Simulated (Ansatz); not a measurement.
Input for Ansatz (a program for electronic structure): U-CCSD(T)/cc-pVDZ on CH6GaN (SMILES C[NH][GaH2]), a point of a bond scan (R = 1.513 Å). The run froze 16 orbitals, filled d shells among them.

Ansatz 0.2 input:
```yaml
crystal:
  periodic: [false, false, false]
  atoms:
    - {symbol: Ga, position_ang: [-0.38552085, 0.59219483, 0.38547984]}
    - {symbol: H, position_ang: [-0.35620831, 1.04055650, 1.88089773]}
    - {symbol: H, position_ang: [-1.21326902, 1.21780911, -0.78284021]}
    - {symbol: N, position_ang: [0.66953217, -0.82999472, -0.05613421]}
    - {symbol: C, position_ang: [0.83297337, -1.44977301, -1.35901371]}
    - {symbol: H, position_ang: [1.50179487, -1.49034453, 1.02175841]}
    - {symbol: H, position_ang: [0.53149662, -2.50342095, -1.35711350]}
    - {symbol: H, position_ang: [1.86866607, -1.40063125, -1.71396656]}
    - {symbol: H, position_ang: [0.21152158, -0.93352423, -2.09229175]}
basis:
  gaussian:
    orbitals: cc-pVDZ
correlation: {method: ccsd_t, electrons: outside_noble_gas}
scf: {omitted_lower_state_checks: [cluster_reference]}
magnetization: {spin_polarized: true, initial_magnetization: 0}
```

Give the final energy of this run.

-2019.3858 hartree (reference determinant -2018.9256, T1 diagnostic 0.036). Its determinant has ⟨S²⟩ = 0.11, a mixture of spin states.

How many basis functions does it have, and what does it roughly cost on one machine?

85 functions; very roughly 10 core-seconds.
